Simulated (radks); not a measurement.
Values are calculated unless marked as measured or tabulated.
Spherical quantum dot in the effective-mass picture: electrons in a well V = -V0 / (1 + exp((r - R)/a)) with V0 = 10, R = 3.33, a = 0.27, with a point charge +2 (a donor) at the centre, all in effective atomic units (hartree* = m*/eps^2 hartree, bohr* = eps/m* bohr), one dielectric constant everywhere. Level of theory: non-relativistic Kohn-Sham, exchange-only LDA, spin-polarised, spherical densities (a radial shooting solver with Libxc functionals). Levels are named by radial order and angular momentum (1s, 1p, 1d, 2s, ...), and open shells are averaged over m. Results are scaled to m* = 0.358 and eps = 5.5, for which hartree* = 322 meV and bohr* = 0.813 nm.

N = 15, configuration 1s2 1p6 1d(up 5, down 0) 2s2. This is the lowest configuration that the search found. Occupied and some empty levels:

| level | occupation | eigenvalue (meV) | <r> (nm) |
|---|---|---|---|
| 1s up | 1 | -1427.3 | 1.231 |
| 1s down | 1 | -1403.7 | 1.154 |
| 1p up | 3 | -1265.8 | 1.732 |
| 1p down | 3 | -1226.9 | 1.723 |
| 2s up | 1 | -1153.6 | 1.265 |
| 2s down | 1 | -1131.3 | 1.327 |
| 1d up | 5 | -1104.6 | 1.861 |
| 1d down | 0 | -1063.8 | 1.860 |
| 1f up | 0 | -903.49 | 1.957 |
| 1f down | 0 | -862.44 | 1.959 |
| 2p up | 0 | -706.76 | 1.500 |
| 2p down | 0 | -682.67 | 1.497 |
| 1g up | 0 | -665.95 | 2.038 |
| 1g down | 0 | -625.46 | 2.042 |

Energy (meV): total -33446.2, kinetic 5095.3, external -52576, Hartree 15977, exchange-correlation -1942.6.

Electron density:

| r (nm) | n(r) (e/nm^3) |
|---|---|
| 0.157 | 3.786 |
| 0.332 | 1.702 |
| 0.506 | 0.8166 |
| 0.681 | 0.4380 |
| 0.856 | 0.2887 |
| 1.03 | 0.2507 |
| 1.20 | 0.2655 |
| 1.38 | 0.2988 |
| 1.55 | 0.3235 |
| 1.73 | 0.3188 |
| 1.90 | 0.2751 |
| 2.08 | 0.2003 |
| 2.25 | 0.1183 |
| 2.43 | 0.05465 |
| 2.60 | 0.01950 |
| 2.78 | 0.005418 |
| 2.95 | 0.001252 |
| 3.13 | 0.0002586 |
| 3.30 | 0.00005066 |
| 3.48 | 9.811e-06 |
